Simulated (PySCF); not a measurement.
Spinor energies of Kr³⁺ (krypton, charge +3)

Start: [Ar] 3d10 4s2 4p3; 4p1/2 filled at m_j = -1/2, +1/2; 4p3/2 filled at m_j = +3/2. Calculated with PySCF 2.14 in x2c-TZVPPall-2c: generalised Hartree-Fock with the X2C-1e Hamiltonian and a Gaussian nucleus; one run each with spin-orbit coupling (SO) switched off, then screened by Boettger's factors.

```tsv
spinor shell	electrons	ε, spin-free (eV)	ε, screened SO (eV)	weight of nominal j (screened SO)	rms radius, screened SO (bohr)
1s1/2	2	-14445.9	-14445.4	1.000	0.0478
2s1/2	2	-2001.3	-2001.1	1.000	0.199
2p1/2	2	-1768.7	-1805.6	1.000	0.174
2p3/2	4	-1768.7	-1751.0	1.000	0.178
3s1/2	2	-345.50	-345.45	1.000	0.564
3p1/2	2	-268.87	-274.67	0.994	0.574
3p3/2	4	-268.87	-266.05	0.997	0.584
3d3/2	4	-142.07	-142.93	0.951	0.608
3d5/2	6	-142.07	-141.44	0.967	0.609
4s1/2	2	-66.141	-66.127	1.000	1.59
4p1/2	2	-51.175	-51.349	0.581	1.77
4p3/2	1	-51.175	-50.825	1.000	1.78
```

```
   quantity    spin-free  screened SO
E (hartree)  -2785.49633  -2785.66654
        M_J          3/2          3/2
       ⟨J²⟩        3.751        3.751
       ⟨L²⟩        0.000        0.034
       ⟨S²⟩        3.751        3.708
```

Each row is a mean over spinors that exchange with the open shell spreads, by up to 10.545 eV (4s1/2).

Rows whose weight is well below 1 are mixtures of j = l ± 1/2: exchange outweighs spin-orbit coupling there, and the label is only the starting occupation.

Without spin-orbit coupling the j labels of p, d and f shells carry no meaning; the spin-free column gives the mean over the occupied spinors of each nl shell.
